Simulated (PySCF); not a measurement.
```xyz
3

B     -0.0012     0.3393     0.0000
H      1.0766    -0.1660     0.0000
H     -1.0754    -0.1734     0.0000
```

Charge 0, multiplicity 2.

Task: Give the Mulliken and meta-Löwdin atomic charges from r2SCAN-D4/def2-TZVP (PySCF 2.14.0).

Result: 
```csv
atom,Mulliken (e),meta-Löwdin (e)
B1,-0.08,-0.06
H2,0.04,0.03
H3,0.04,0.03
```
